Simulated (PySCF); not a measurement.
PySCF job for Ge(H)2(Cl)(Me) (CH5ClGe), SMILES [CH3][GeH2][Cl], PBE0/pcSseg-1. The structure is a stationary point at B3LYP-D3(BJ)/def2-SVP.

```python
import numpy as np
from pyscf import gto, scf, dft
from pyscf.prop.nmr import rks as nmr

mol = gto.M(
    atom='''
    Ge   -0.44258126   -0.37340401    0.00000000
    C     1.06674149   -1.61349501   -0.00000000
    Cl    0.37107098    1.65836859    0.00000000
    H    -1.30755339   -0.50485578   -1.26851830
    H    -1.30755341   -0.50485579    1.26851828
    H     1.68451757   -1.45043642    0.89470955
    H     0.70001640   -2.65178331    0.00000000
    H     1.68451758   -1.45043642   -0.89470954
    ''',
    basis='pcSseg-1',
    charge=0,
    spin=0,
    max_memory=1600,
    verbose=3,
)
mf = dft.RKS(mol, xc='pbe0')
mf.grids.level = 3
mf.conv_tol = 1e-10
mf.max_cycle = 100
mf.kernel()
n = nmr.NMR(mf)
n.verbose = 2
n.max_cycle_cphf = 60
sigma = n.kernel()
print('atom   isotropic/ppm   span/ppm')
for i, s in enumerate(sigma):
    w = np.linalg.eigvalsh((s + s.T) / 2)
    print(f'{mol.atom_symbol(i):2s}{i + 1:3d} {w.mean():14.3f} {w[2] - w[0]:11.3f}')
```

It prints:

```
converged SCF energy = -2577.65082801794
atom   isotropic/ppm   span/ppm
Ge  1       1332.880     306.890
C   2        181.489      26.038
Cl  3       1006.595      84.056
H   4         25.919      17.844
H   5         25.919      17.844
H   6         30.355      11.829
H   7         30.871      13.616
H   8         30.355      11.829
```

The calculation finished and met its thresholds.

Cost: around 40 core-seconds (rough).
